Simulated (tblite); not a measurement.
Input of a run (GFN2-xTB geometry optimisation, gas phase (tblite 0.8.0)), started from a force field or distance geometry:
```
{"job": {"kind": "relax", "xc": "GFN2-xTB", "basis": "xTB"}, "charge": 0, "multiplicity": 1}
C      0.179400     2.981500     1.313000
C      0.329000     1.664000     1.178400
P     -0.137500     0.750000    -0.220200
O     -0.556800     1.365400    -1.544900
C      1.379700    -0.134400    -0.662600
C      2.384000    -0.717000    -0.968500
C      3.615900    -1.416500    -1.345100
C     -1.274100    -0.526700     0.365300
C     -1.596400    -1.564800    -0.719900
C     -2.586900     0.068400     0.893100
H     -0.281300     3.566600     0.512200
H      0.487300     3.507300     2.209100
H      0.792200     1.120000     2.016900
H      3.412400    -2.471500    -1.566400
H      4.345700    -1.373500    -0.528700
H      4.064200    -0.966100    -2.217100
H     -0.785800    -1.051200     1.192700
H     -2.274300    -2.343400    -0.340400
H     -0.690300    -2.048100    -1.069900
H     -2.072500    -1.085000    -1.578800
H     -3.099500     0.641800     0.108600
H     -2.385900     0.761900     1.716100
H     -3.253200    -0.701600     1.267300
```

Output (eV, eV/Å):
```
step      E/eV     max force
  0    -824.08596    5.410
  1    -824.30972    3.219
  2    -824.41015    2.629
  3    -824.41899    1.970
  4    -824.46115    0.552
  5    -824.47694    0.454
  6    -824.49559    0.546
  7    -824.50449    0.398
  8    -824.51078    0.196
  9    -824.51689    0.259
 10    -824.52214    0.196
 11    -824.52629    0.156
 12    -824.53035    0.147
 13    -824.53360    0.149
 14    -824.53723    0.189
 15    -824.54195    0.199
 16    -824.54718    0.162
 17    -824.55097    0.132
 18    -824.55280    0.106
 19    -824.55382    0.080
 20    -824.55491    0.076
 21    -824.55592    0.059
 22    -824.55671    0.057
 23    -824.55732    0.067
 24    -824.55790    0.065
 25    -824.55841    0.049
 26    -824.55885    0.047
 27    -824.55921    0.039
 28    -824.55950    0.032
 29    -824.55971    0.031
 30    -824.55985    0.027
 31    -824.55997    0.021
 32    -824.56010    0.023
 33    -824.56024    0.028
 34    -824.56036    0.022
 35    -824.56046    0.019
 36    -824.56054    0.017
 37    -824.56062    0.018
 38    -824.56069    0.020
 39    -824.56076    0.019
 40    -824.56084    0.019
 41    -824.56093    0.021
 42    -824.56105    0.025
 43    -824.56118    0.025
 44    -824.56131    0.025
 45    -824.56142    0.022
 46    -824.56153    0.021
 47    -824.56164    0.026
 48    -824.56175    0.030
 49    -824.56185    0.029
 50    -824.56194    0.023
 51    -824.56202    0.020
 52    -824.56208    0.019
 53    -824.56212    0.014
 54    -824.56214    0.013
 55    -824.56216    0.012
 56    -824.56218    0.013
 57    -824.56220    0.013
 58    -824.56222    0.012
 59    -824.56223    0.009
```

Problem. Summarise the run.

Solution. The energy falls by 46.0 kJ/mol over 59 L-BFGS steps, the largest force on an atom goes from 5.41 to 0.009 eV/Å, and the atoms move by 0.109 Å rms after alignment. The bond that changes most is C2–P3 (alkene CH carbon to phosphoryl phosphorus), which lengthens by 0.080 Å. Bonds longer at the end by more than 0.005 Å: 3 of 22; shorter: 12. Among the angles that change most is O4–P3–C5, from 102.5° to 114.7°. Among the dihedrals that turn most is O4–P3–C8–C10, from -74° to -60°. The energy never rose by more than 1e-5 eV on the way. The first step brought 47 % of the lowering.

Problem. What are the final bond lengths?

Solution. C1=C2 1.321 Å, C2–P3 1.814 Å, P3=O4 1.466 Å, P3–C5 1.774 Å, C5≡C6 1.204 Å, C6–C7 1.443 Å, P3–C8 1.852 Å, C8–C9 1.521 Å, C8–C10 1.521 Å, C1–H11 1.079 Å, C1–H12 1.079 Å, C2–H13 1.080 Å, C7–H14 1.090 Å, C7–H15 1.090 Å, C7–H16 1.089 Å, C8–H17 1.094 Å, C9–H18 1.089 Å, C9–H19 1.090 Å, C9–H20 1.089 Å, C10–H21 1.089 Å, C10–H22 1.090 Å, C10–H23 1.089 Å. Numbering counts from 1 in the input's order; the species is `C=C[P@@](=O)(C#CC)C(C)C`.

On Arm Neoverse V2, one thread, on a shared host, this took 0.46 s.

GFN2-xTB frequencies show an imaginary mode (34i cm⁻¹), so the point is no minimum at that level.

The numbers are calculated, not measured.
